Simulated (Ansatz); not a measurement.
Frontier orbitals of `FCO[SiH2]F`.

The species carries charge 0 and has multiplicity 1. The structure was optimised at the PBE0-D4/def2-TZVP level. It is one conformer, not always the lowest. Basis def2-TZVPP, Ansatz.

Orbital energies of one run (eV). Highest occupied ones, from the top: -9.26, -9.39, -10.68, -11.13, -11.36, -12.29, -12.88, -12.99, -14.69, -14.93, -14.97, -16.35, -19.90, -29.42. Empty: 0.46, 0.93, 2.02, 2.06, 2.77, 3.03.

(1) Which functional gave them?
A. BHLYP
B. PBE0
C. LC-ωPBE
D. revPBE

Answers

(1) B. HOMO energies: PBE0 -9.26, revPBE -7.54, BHLYP -10.84, LC-ωPBE -12.11 eV.

LC-ωPBE has ω = 0.4 bohr⁻¹.
